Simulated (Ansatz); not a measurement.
The inner images of a band of BrClF$_{3}$HHf (7 atoms, charge 0, multiplicity 1) are given out of order.

Method: RHF/def2-SVP in Ansatz.

Initial state:

```xyz
7
Properties=species:S:1:pos:R:3
Hf 0.192 0.000 0.007
Cl 0.546 0.000 2.373
F 1.932 0.000 -0.753
F -0.609 1.589 -0.679
F -0.609 -1.589 -0.679
Br -3.123 0.000 1.272
H -2.763 0.000 2.635
```

Final state:

```xyz
7
Properties=species:S:1:pos:R:3
Hf -0.470 0.000 -0.770
Cl -0.162 0.000 3.873
F 1.083 0.000 0.325
F -0.404 1.540 -1.885
F -0.404 -1.540 -1.885
Br -2.646 0.000 0.538
H -1.430 0.000 3.981
```

Task: Put them in order from the first end to the last, with their energies above the first end.
A.
```xyz
7
Properties=species:S:1:pos:R:3
Hf -0.516 0.000 -0.304
Cl -0.009 0.000 2.902
F 1.309 0.000 0.278
F -0.578 1.533 -1.417
F -0.578 -1.533 -1.417
Br -2.853 0.000 0.796
H -1.208 0.000 3.341
```
B.
```xyz
7
Properties=species:S:1:pos:R:3
Hf -0.038 0.000 0.044
Cl 0.279 0.000 2.458
F 1.798 0.000 -0.413
F -0.682 1.572 -0.826
F -0.682 -1.572 -0.826
Br -2.964 0.000 1.291
H -2.146 0.000 2.450
```
C.
```xyz
7
Properties=species:S:1:pos:R:3
Hf -0.467 0.000 -0.123
Cl 0.037 0.000 2.693
F 1.443 0.000 0.076
F -0.673 1.569 -1.164
F -0.673 -1.569 -1.164
Br -2.858 0.000 1.013
H -1.244 0.000 2.847
```
D.
```xyz
7
Properties=species:S:1:pos:R:3
Hf -0.299 0.000 0.007
Cl 0.024 0.000 2.611
F 1.600 0.000 -0.105
F -0.700 1.562 -0.991
F -0.700 -1.562 -0.991
Br -2.839 0.000 1.280
H -1.519 0.000 2.368
```
E.
```xyz
7
Properties=species:S:1:pos:R:3
Hf -0.500 0.000 -0.557
Cl -0.075 0.000 3.392
F 1.156 0.000 0.380
F -0.477 1.541 -1.667
F -0.477 -1.541 -1.667
Br -2.730 0.000 0.684
H -1.329 0.000 3.612
```

Result: B (+0.17 eV), D (+0.95 eV), C (+0.42 eV), A (+0.28 eV), E (+0.20 eV).

The run took 2.8 min on 2 threads of Arm Neoverse V2 (shared host), peak memory 0.34 GiB.
